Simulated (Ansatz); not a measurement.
CH2N (SMILES C#[NH+]), charge +1, singlet, at a GFN2-xTB geometry; R2SCAN/def2-SVP run with Ansatz (a program for electronic structure).

The Ansatz input:
Ansatz 0.2 input:
```yaml
crystal:
  periodic: [false, false, false]
  atoms:
    - {symbol: C, position_ang: [-0.00000000, -0.00000000, -0.60033760]}
    - {symbol: N, position_ang: [0.00000000, 0.00000000, 0.53266898]}
    - {symbol: H, position_ang: [-0.00000000, -0.00000000, -1.67489223]}
    - {symbol: H, position_ang: [0.00000000, 0.00000000, 1.54823496]}
basis:
  gaussian:
    orbitals: def2-SVP
hamiltonian:
  xc: r2scan
total_charge: 1
```

Problem. What does Ansatz print? Leave out banner, timings and long lists.

Solution. 
```
Functional definition: r2SCAN
446 factors; their error is unknown
mean field evaluation 1: about -2537.9100 eV, gradient 6.4e1 eV
mean field evaluation 2: about -2516.2137 eV, gradient 1.1e2 eV
mean field evaluation 4: about -2546.2824 eV, gradient 3.4e0 eV
mean field evaluation 8: about -2546.2956 eV, gradient 5.8e-3 eV
mean field -2546.29561759 eV, -93.5746380051 hartree, gradient 1.6e-5 eV, S^2 0.000000; 0 other end points of the search recorded, 0 dependent functions left out
reference -2546.29562234 eV, -93.5746381797 hartree; 7, 7 occupied and 31, 31 virtual orbitals, 446 factors
Total energy: -2546.29562234 eV, -93.5746381797 hartree
```
